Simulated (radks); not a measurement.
Q: All-electron calculation, non-relativistic Kohn-Sham, exchange-only LDA, spin-polarised, spherical densities, point nucleus. Program: a radial shooting solver on a logarithmic mesh with Libxc functionals. Response by self-consistent Sternheimer equations with the Hartree and adiabatic exchange-only LDA kernel. Rank F5+, B+, C2+, N3+, O4+, Be, Ne6+, Mg8+ (NIST ground configurations) by static dipole polarisability, largest first.

A: Be 47.13, B+ 10.95, C2+ 4.263, N3+ 2.101, O4+ 1.190, F5+ 0.7387, Ne6+ 0.4901, Mg8+ 0.2478 bohr^3.
